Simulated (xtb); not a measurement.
SiFBr, SMILES F[Si]Br (connectivity only; charge and spin as stated), neutral, multiplicity 1. All values are semi-empirical tight-binding results from xtb (GFN2-xTB unless named), good for trends rather than for accurate numbers. Geometry optimised at GFN2-xTB.

**Question.** Estimate the properties. (An estimate is asked for; the answer gives what the named calculation found.)

**Answer.** 
```
Quantity                                         Value
--------------------------------------  --------------
point group as xtb finds it                         Cs
orbital gap                                    2.91 eV
zero-point energy                         2.0 kcal/mol
G − E(el) at 298.15 K (modified RRHO)   -15.6 kcal/mol
static polarisability (D4 model)            55.3 bohr³
solvation energy, GFN2-xTB/ALPB(water)    1.0 kcal/mol
solvation energy, GFN2-xTB/ALPB(ether)   -1.5 kcal/mol
```
